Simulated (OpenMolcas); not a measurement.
# I II: effect of correlating more closed shells

```yaml
Program: OpenMolcas
Basis: ANO-RCC-VTZP [7s6p4d2f1g]
Scalar_Hamiltonian: DKH2, point nucleus
Active_space: 4 electrons in 3 orbitals (5p)
State_averaging: 2S+1 = 3 even, 3 roots; 2S+1 = 1 even, 6 roots
Spin-orbit_coupling: state interaction with AMFI integrals over the reference wave functions, term energies averaged over their components
```

Methods on the same reference wave functions:
A. CASSCF
B. SS-CASPT2, IPEA 0.25 Eh, imaginary shift 0.1 Eh (closed shells correlated: 5s)
C. SS-CASPT2, IPEA 0.25 Eh, imaginary shift 0.1 Eh (closed shells correlated: 4d 5s)
D. SS-CASPT2, IPEA 0.25 Eh, imaginary shift 0.1 Eh (closed shells correlated: 4s 4p 4d 5s)

Energies in cm-1 above 5s2 5p4 3P2, the measured ground level; measured values from NIST Handbook of Basic Atomic Spectroscopic Data.

```
      Level      A      B      C      D  Measured
5s2 5p4 3P2    0.0    0.0    0.0    0.0       0.0
5s2 5p4 3P1   6181   6330   6340   6350      7087
5s2 5p4 3P0   6537   6280   6250   6220      6448
5s2 5p4 1D2  15456  13660  13550  13450     13727
5s2 5p4 1S0  33095  29590  29260  29000     29501
```

Deviations, from unrounded energies. A percentage is the sum of absolute deviations over the sum of measured energies, with the sign that they share, or ± where signs differ.

```
                        Against measurement  Levels      A     B     C     D
             mean absolute deviation (cm-1)       4   1600   270   340   430
      fine structure of the ground term (%)       2   ±7.4  -6.8  -7.0  -7.1
other terms of the ground configuration (%)       2  +12.3  ±0.4  -1.0  -1.8
```

B lies closest to measurement on these levels and A furthest from it. The largest miss of B in the table is 5s2 5p4 3P1, by -760 cm-1. The ranking rests on the paired levels alone, and a cruder setting can come out closer through cancelling errors.

Among B to D the level of the table that moves most is 5s2 5p4 1S0, by 580 cm-1 (lowest in D, highest in B). Moves below CASPT2's spread within the term are not significant.

The mean deviations of B to D differ by less than CASPT2's widest spread within a term (170 cm-1), so their order carries little weight.

From A to B the spin-free energies of the other terms of 5s2 5p4 shown, above 3P, scale by factors of 0.81 to 0.85.

The lowest spin-free term lies below A's lowest term by 0.095 hartree in B, 0.556 hartree in C, 0.711 hartree in D.

What an inner shell adds also hangs on whether the basis holds functions to correlate it.

CASPT2 does not keep the components of a term degenerate, so their means are used; among the terms shown or strongly mixed into the levels shown the widest spread is 170 cm-1 (5s2 5p4 1D, D). With the s shell closed, the reference lacks s² → p² mixing. Computed and measured levels are paired by configuration, term and J; levels that our copy of the source lacks, or whose pairing is in doubt (as where it misses far off the trend of its configuration), stay unpaired and out of the deviations. Levels of configurations outside the active space are missing.
